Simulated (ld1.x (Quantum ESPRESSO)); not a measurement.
## Rb (Z = 37): one change to a TM potential, before and after

Rb (Z = 37), norm-conserving Troullier–Martins (Kleinman–Bylander form), made with ld1.x (Quantum ESPRESSO) 7.5 (PBE, scalar-relativistic). Core [Ar] 3d10, reference 4s2 4p6 4d1 5s0 5p0. Waves: 4s (bound): rc 1.80 bohr; 4p (bound): rc 1.65 bohr; 4d (bound): rc 4.20 bohr. Local part: all-electron potential smoothed inside 2.05 bohr (lloc = -1). Core correction: Bessel-smoothed model core inside 0.95 bohr.

Change: wave 4d (bound): rc 4.20 bohr becomes 4d (bound): rc 2.56 bohr.

Cutoffs: the cutoffs (Ry, on a coarse ladder) from which the occupation-weighted sum of valence levels, in a spherical-Bessel basis at the reference potential, stays within 10 and 1 mRy of its value at 400 Ry; they do not see the model core or the augmentation charge, which bear on the density cutoff. Errors are all-electron minus pseudo energies relative to the spin-unpolarised reference configuration.

**Question.** How do hardness, ghosts and transferability respond?

**Answer.** The potential gets neither clearly harder nor softer (40 Ry and 70 Ry → 40 Ry and 70 Ry); the bound ghost in d disappears; of the 7 tests that both files solve, the error grows in 2 and shrinks in 2 by more than 15 % and 0.3 meV (median size 2.2 → 1.8 meV).

| quantity | base | changed |
| --- | --- | --- |
| cutoff, loose | 40 Ry | 40 Ry |
| cutoff, tight | 70 Ry | 70 Ry |
| bound ghosts | d | none |
| error for 4s2 4p6 4d0 5s1 5p0, meV [ΔE -2.24 eV] | -3.4 | -3.0 |
| error for 4s2 4p6 4d0 5s0 5p0, meV [ΔE 1.91 eV] | +2.2 | +0.5 |
| error for 4s2 4p6 4d0 5s0.5 5p0, meV [ΔE -0.66 eV] | -1.4 | -1.8 |
| error for 4s2 4p6 4d0 5s0 5p1, meV [ΔE -0.72 eV] | +0.5 | -0.7 |
| error for 4s2 4p5 4d0 5s1 5p0, meV [ΔE 18.90 eV] | +13 | -10 |
| error for 4s1 4p6 4d0 5s1 5p0, meV [ΔE 35.49 eV] | -15 | -43 |
| error for 4s2 4p6 4d0.5 5s0.5 5p0, meV [ΔE -1.12 eV] | -1.6 | -1.5 |

 A true bound ghost makes a file unfit for plane-wave use even where its test errors are small: the radial tests pick states by their node count and pass the ghost by.
